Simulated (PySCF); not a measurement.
Run record: geometry optimisation, Cd2F2H2.

Computed with PBE0-D3(BJ)/def2-SVP geometry optimisation, gas phase, def2 core potentials past Kr (PySCF 2.14.0). Start geometry: GFN2-xTB. The command runs a driver script over a list of jobs; the input below is this job's line of settings and its coordinates in Å.

Command:
```bash
OMP_NUM_THREADS=1 python probes_run.py task.json out
```

Input:
```
{"job": {"xc": "PBE0", "basis": "def2-SVP", "d3": "d3bj", "grid": 1, "maxiter": 40, "kind": "geom"}, "charge": 0, "multiplicity": 1}
Cd    -0.106220    -1.642360     0.217930
H     -0.215150    -3.202810     0.436950
F     -1.250200    -0.007410    -0.660260
Cd     0.109070     1.642220    -0.221590
H      0.206870     3.205390    -0.426170
F      1.255640     0.004960     0.653130
```

**Question.** What does the run print?

**Answer.** 
```
step   0  E = -536.02625805  max force = 0.030445
step   1  E = -536.03303628  max force = 0.007718
step   2  E = -536.03361733  max force = 0.005836
step   3  E = -536.03388082  max force = 0.000735
step   4  E = -536.03389378  max force = 0.000497
step   5  E = -536.03394975  max force = 0.001177
step   6  E = -536.03401972  max force = 0.001857
step   7  E = -536.03405245  max force = 0.001404
step   8  E = -536.03406469  max force = 0.000337
optimisation converged
```

Energies in Eh; «max force» is the largest Cartesian gradient component in Eh/bohr.

**Question.** Give the first gradient maximum in eV/Å.

**Answer.** With 1 Eh/bohr = 51.422 eV/Å, 1.566 eV/Å.

**Question.** How much energy does the optimisation release, in kcal/mol?

**Answer.** E(step 0) − E(last step) = 0.007807 Eh, which is 4.9 kcal/mol.

Summary of the converged run: final energy -536.03406 Eh after 8 steps; dipole 0.01 D.

**Question.** Where do the atoms end?

**Answer.** 0.095 Å rms from the input after alignment:
```
atom  x, y, z in Å
Cd1   -0.0999   -1.6724    0.2321
H2    -0.2013   -3.3111    0.4540
F3    -1.0908   -0.0333   -0.7007
Cd4    0.0996    1.6725   -0.2317
H5     0.2044    3.3109   -0.4544
F6     1.0880    0.0334    0.7008
```

**Question.** Estimate the wall time. Hardware: one thread, Arm Neoverse V2, no GPU, shared host.

**Answer.** About 40 s.
Labels such as C1 count atoms from 1, the log's own numbers from 0.
